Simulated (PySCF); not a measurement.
Compound: NbSeCl3 (singlet state).
Bonds: Nb1–Se2, Nb1–Cl3, Nb1–Cl4, Nb1–Cl5.

Method: PySCF 2.14.0, PBE0-D3(BJ)/def2-SVP geometry optimisation, gas phase, def2 core potentials past Kr; density fitting, grid level 1; the optimiser is geomeTRIC in internal coordinates, started from a GFN2-xTB structure with every atom displaced at random (about 0.03 Å).

Step 0: E = -104434.6763 eV
```
atom  x, y, z in Å  |  force x, y, z in eV/Å
Nb1     0.0608   -0.0767    0.0087   -3.455   1.080   1.992
Se2    -0.0421   -0.0288    2.2725    0.181  -0.103   0.054
Cl3     2.0040    0.0003   -0.7629    4.303  -0.011  -1.346
Cl4    -0.9218    1.7914   -0.7669   -0.279   0.434  -0.150
Cl5    -1.0260   -1.7966   -0.8135   -0.751  -1.401  -0.549
```

Step 1: E = -104435.1287 eV
```
atom  x, y, z in Å  |  force x, y, z in eV/Å
Nb1     0.0129   -0.0381   -0.0003   -0.140   0.097  -0.033
Se2    -0.0201   -0.0402    2.2688    0.018  -0.027  -0.399
Cl3     2.1576   -0.0216   -0.7472   -0.095  -0.052   0.153
Cl4    -0.9943    1.8594   -0.7691    0.080  -0.192   0.136
Cl5    -1.0812   -1.8700   -0.8143    0.137   0.174   0.144
```

Step 2: E = -104435.1421 eV
```
atom  x, y, z in Å  |  force x, y, z in eV/Å
Nb1     0.0074   -0.0292   -0.0136    0.067  -0.005  -0.385
Se2    -0.0142   -0.0436    2.2308   -0.013  -0.017   0.250
Cl3     2.1624   -0.0319   -0.7264   -0.046  -0.023   0.067
Cl4    -1.0042    1.8605   -0.7553   -0.031   0.038   0.028
Cl5    -1.0766   -1.8663   -0.7976    0.023   0.006   0.040
```

Problem. Estimate the geometry and energy of step 3. (The exact step hangs on the optimiser's Hessian estimate; all steps are aligned on step 2, rigid shifts and turns removed.)

Solution. E = -104435.1454 eV, largest force 0.069 eV/Å
```
atom  x, y, z in Å  |  force x, y, z in eV/Å
Nb1     0.0068   -0.0244   -0.0283    0.066  -0.005   0.013
Se2    -0.0125   -0.0461    2.2255   -0.016  -0.008  -0.009
Cl3     2.1661   -0.0397   -0.7185   -0.002  -0.006   0.007
Cl4    -1.0124    1.8674   -0.7504   -0.035   0.060  -0.001
Cl5    -1.0732   -1.8678   -0.7904   -0.012  -0.039  -0.011
```

The energy changes by -0.0034 eV. The first-order estimate −F·Δx gives -0.0059 eV and the mean of the old and new forces, exact on a quadratic surface, -0.0032 eV. The step makes an angle of 61° with the force vector and moves no atom by more than 0.016 Å.

What follows is the cost of the whole optimisation. Time: 2.3 min; peak memory 0.54 GiB. Hardware: an Intel Xeon at 2.60 GHz with one thread, on a shared host.
